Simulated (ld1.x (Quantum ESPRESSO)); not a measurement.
**How hard is this thallium TM potential?**

ld1.x (Quantum ESPRESSO) 7.5 input, shortened:

```
&input
   title='Tl', zed=81., rel=1, dft='PBESOL', iswitch=3,
   config='[Xe] 4f14 5d10 6s2 6p1'
 /
 &inputp
   pseudotype=2, tm=.true., lloc=-2, rcloc=1.40,
   nlcc=.true., new_core_ps=.true., rcore=1.10
 /
3
6S  1  0   2.00   0.00  2.25  2.25  0.0
6P  2  1   1.00   0.00  2.70  2.70  0.0
5D  3  2  10.00   0.00  1.30  1.30  0.0
 &test
   configts(1)='5d10 6s2 6p1'
 /
```

The pseudo-atom Hamiltonian at the reference potential is diagonalised in spherical Bessel functions j_l(qr) that vanish at 20 bohr, with q² up to the cutoff. All-electron valence levels (Ry): 6s -0.7053, 6p -0.1735, 5d -1.1377.

**Question.** How do the lowest levels (Ry) of each channel move with the cutoff, and are there ghosts?

**Answer.**

```json
{"cutoff (Ry)": "8", "s #1": "-0.6937", "s #2": "-0.2425", "s #3": "-0.0228", "p #1": "-0.1719", "d #1": "-0.0808", "d #2": "0.0556", "f #1": "0.0990", "f #2": "0.2228", "Σ f·Δε (mRy)": "10593.4"}
{"cutoff (Ry)": "12", "s #1": "-1.8299", "s #2": "-0.6934", "s #3": "-0.0274", "p #1": "-0.1733", "d #1": "-0.3573", "d #2": "0.0495", "f #1": "0.0990", "f #2": "0.2227", "Σ f·Δε (mRy)": "7828.0"}
{"cutoff (Ry)": "18", "s #1": "-3.1687", "s #2": "-0.7014", "s #3": "-0.0274", "p #1": "-0.1734", "d #1": "-0.7503", "d #2": "0.0473", "f #1": "0.0990", "f #2": "0.2227", "Σ f·Δε (mRy)": "3881.3"}
{"cutoff (Ry)": "25", "s #1": "-3.5550", "s #2": "-0.7045", "s #3": "-0.0274", "p #1": "-0.1735", "d #1": "-0.9740", "d #2": "0.0465", "f #1": "0.0990", "f #2": "0.2227", "Σ f·Δε (mRy)": "1637.8"}
{"cutoff (Ry)": "35", "s #1": "-3.6471", "s #2": "-0.7050", "s #3": "-0.0275", "p #1": "-0.1735", "d #1": "-1.1142", "d #2": "0.0461", "f #1": "0.0990", "f #2": "0.2227", "Σ f·Δε (mRy)": "234.7"}
{"cutoff (Ry)": "40", "s #1": "-3.6477", "s #2": "-0.7051", "s #3": "-0.0275", "p #1": "-0.1735", "d #1": "-1.1312", "d #2": "0.0461", "f #1": "0.0990", "f #2": "0.2227", "Σ f·Δε (mRy)": "64.6"}
{"cutoff (Ry)": "50", "s #1": "-3.6493", "s #2": "-0.7053", "s #3": "-0.0275", "p #1": "-0.1735", "d #1": "-1.1359", "d #2": "0.0461", "f #1": "0.0990", "f #2": "0.2227", "Σ f·Δε (mRy)": "17.9"}
{"cutoff (Ry)": "60", "s #1": "-3.6504", "s #2": "-0.7053", "s #3": "-0.0275", "p #1": "-0.1735", "d #1": "-1.1360", "d #2": "0.0461", "f #1": "0.0990", "f #2": "0.2227", "Σ f·Δε (mRy)": "16.8"}
{"cutoff (Ry)": "80", "s #1": "-3.6507", "s #2": "-0.7053", "s #3": "-0.0275", "p #1": "-0.1735", "d #1": "-1.1371", "d #2": "0.0461", "f #1": "0.0990", "f #2": "0.2227", "Σ f·Δε (mRy)": "5.5"}
{"cutoff (Ry)": "100", "s #1": "-3.6507", "s #2": "-0.7053", "s #3": "-0.0275", "p #1": "-0.1735", "d #1": "-1.1376", "d #2": "0.0461", "f #1": "0.0990", "f #2": "0.2227", "Σ f·Δε (mRy)": "0.5"}
{"cutoff (Ry)": "120", "s #1": "-3.6507", "s #2": "-0.7053", "s #3": "-0.0275", "p #1": "-0.1735", "d #1": "-1.1376", "d #2": "0.0461", "f #1": "0.0990", "f #2": "0.2227", "Σ f·Δε (mRy)": "0.3"}
{"cutoff (Ry)": "400", "s #1": "-3.6507", "s #2": "-0.7053", "s #3": "-0.0275", "p #1": "-0.1735", "d #1": "-1.1377", "d #2": "0.0461", "f #1": "0.0990", "f #2": "0.2227", "Σ f·Δε (mRy)": "0.0"}
```

Result: ghost state, extra bound levels that the all-electron valence spectrum of the same l lacks: s at -49.7 eV (a true bound ghost makes a file unfit for plane-wave use); 10 mRy is reached at 80 Ry and 1 mRy at 100 Ry.

Its largest configuration-test error is +482 meV.
